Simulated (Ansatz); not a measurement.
`[OH][Al]([F])[Br]` + H₂O → `[OH][Al]([OH])[Br]` + H–F at 500 K and 1 bar (formal hydrolysis of the Al–F bond).

Program: Ansatz. Geometries: PBE0-D4/def2-TZVP. ΔE: electronic, gas phase. CBS: MP2 limit from def2 TZ/QZ plus the TZ coupled-cluster correction, frozen cores. This one scheme is used for every species. For Br outer-core shells are correlated without core-valence functions, which leaves a few kJ/mol of doubt a bond. Scalar relativity is left out up to krypton. Each species was taken in one conformer, which may not be the lowest.

| species | CCSD(T)/CBS energy (Eh) | H − E (kJ/mol) | S (J/(mol·K)) |
| --- | --- | --- | --- |
| `[OH][Al]([F])[Br]` | -2991.11301 | 80.0 | 366.3 |
| H₂O | -76.37941 | 73.2 | 206.3 |
| `[OH][Al]([OH])[Br]` | -2967.07960 | 113.5 | 374.6 |
| H–F | -100.39570 | 39.4 | 188.7 |

H − E and S are ideal-gas, rigid-rotor, harmonic terms from PBE0-D4/def2-TZVP, for one conformer and one mirror image of each species. 1 Eh = 2625.50 kJ/mol, R = 8.31446 J/(mol·K).

By hand: ΔE, ΔH, ΔS and ΔG.

ΔE = (-2967.07960) + (-100.39570) − (-2991.11301) − (-76.37941) = 0.01712 Eh = 44.9 kJ/mol. Δ(H − E) = 113.5 + 39.4 − 80.0 − 73.2 = -0.3, so ΔH = 44.6 kJ/mol. ΔS = 374.6 + 188.7 − 366.3 − 206.3 = -9.3 J/(mol·K). ΔG = 44.6 − 500 × (-9.3)/1000 = 49.2 kJ/mol.

By hand: the equilibrium constant, and the temperature at which ΔG would vanish if ΔH and ΔS stayed fixed.

log₁₀ K = −ΔG/(RT ln 10) = -5.1. ΔH and −TΔS have one sign here, so there is no such temperature.

The number of gas molecules stays the same, so ΔS is small and ΔH decides. A doubt of 5 kJ/mol in ΔE shifts log₁₀ K by 0.5 here. Other conformers and mirror images would add mixing entropy, several J/(mol·K) or more a flexible species. These are equilibria of isolated gas molecules and say nothing of rates. Largest T1 diagnostic: 0.010 (customary marks: 0.02 for closed shells, 0.045 for open ones).

ΔS is within the doubt of such terms, so its sign, and with it that verdict, could turn.
